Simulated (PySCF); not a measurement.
Input for PySCF: R-M06-2X/def2-TZVPP on SiH4 (SMILES [SiH4]).

```python
from pyscf import gto, dft

mol = gto.M(
    atom='''
    Si    0.00000000   -0.00000000   -0.00000000
    H     0.85467615    0.85467615    0.85467615
    H    -0.85467615   -0.85467615    0.85467615
    H    -0.85467615    0.85467615   -0.85467615
    H     0.85467615   -0.85467615   -0.85467615
    ''',
    basis='def2-tzvpp',
    charge=0, spin=0, verbose=4, max_memory=1800)
mf = dft.RKS(mol, xc='m062x').density_fit(auxbasis='def2-universal-jkfit')
mf.grids.level = 4
mf.conv_tol = 1e-9
mf.max_cycle = 150
mf.kernel()
mf.dip_moment()
```

**Question.** What total energy does the run end on?

**Answer.** -291.8548 hartree.
